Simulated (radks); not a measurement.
Results of a calculation; reference values are marked as such.
Species: the dysprosium ion Dy3+. Configuration: [Kr] 4d10 4f10 5s1 5p6 (not the ground configuration). Level of theory: Dirac Kohn-Sham, PBE, spin-unpolarised, spherical densities, finite nucleus; open shells are shared between the two j in proportion to 2j + 1; Fermi nuclear charge, rms radius 5.2218 fm (a radial shooting solver on a logarithmic mesh with Libxc functionals).

Unscreened Slater integrals over Kohn-Sham orbitals (eV). Large and small components are both included.

integral,value
"F0(4f7/2,4f7/2)",30.316
"F2(4f7/2,4f7/2)",14.083
"F4(4f7/2,4f7/2)",8.7713
"F6(4f7/2,4f7/2)",6.2921
"F0(4f7/2,4f5/2)",30.546
"F2(4f7/2,4f5/2)",14.201
"F4(4f7/2,4f5/2)",8.8472
"G2(4f7/2,4f5/2)",14.168
"G4(4f7/2,4f5/2)",8.8273
"G6(4f7/2,4f5/2)",6.3332
"F0(4f7/2,5p3/2)",19.278
"F2(4f7/2,5p3/2)",6.6659
"G2(4f7/2,5p3/2)",3.5863
"G4(4f7/2,5p3/2)",2.7422
"F0(4f7/2,5p1/2)",20.254
"G4(4f7/2,5p1/2)",3.1427
"F0(4f5/2,4f5/2)",30.780
"F2(4f5/2,4f5/2)",14.323
"F4(4f5/2,4f5/2)",8.9261
"F0(4f5/2,5p3/2)",19.337
"F2(4f5/2,5p3/2)",6.6135
"G2(4f5/2,5p3/2)",3.4988
"G4(4f5/2,5p3/2)",2.6855
"F0(4f5/2,5p1/2)",20.322
"G2(4f5/2,5p1/2)",4.0691
"F0(5p3/2,5p3/2)",16.142
"F2(5p3/2,5p3/2)",8.7261
"F0(5p3/2,5p1/2)",16.620
"G2(5p3/2,5p1/2)",8.8795
"F0(5p1/2,5p1/2)",17.160
